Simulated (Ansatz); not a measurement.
Na8⁺. Charge 1, multiplicity 2. Geometry r2SCAN/def2-SVP; atoms count from 1.

```xyz
8

Na    1.2176    2.7911   -1.2495
Na   -0.7114   -1.0063    3.4124
Na   -1.4042    2.0644    1.4545
Na    1.2140   -0.8384   -2.4897
Na    1.3936   -3.3374    0.2478
Na   -1.8842    1.4187   -2.3006
Na    1.6159    0.1293    0.9814
Na   -1.4412   -1.2214   -0.0563
```

The structure comes from a short search, and lower isomers may exist.

(1) Estimate the Mulliken populations from the PBE0/def2-TZVP orbitals of Ansatz.

(2) Where does the spin sit?

(3) And the Mayer bond orders between bonded heavy atoms (over 0.3)?

Results:

(1) 
```tsv
atom	charge (e)	spin (α − β)
Na1	0.06	0.21
Na2	0.07	-0.02
Na3	0.14	0.05
Na4	0.14	0.05
Na5	0.07	-0.02
Na6	0.06	0.21
Na7	0.23	0.26
Na8	0.23	0.26
```
Mulliken values and Mayer orders depend strongly on the basis.

(2) Summed by element: Na 1.00, of 1 unpaired in all. Largest on single atoms: Na7 0.26, Na8 0.26, Na6 0.21.

(3) Na1–Na6 0.33 (3.55 Å).
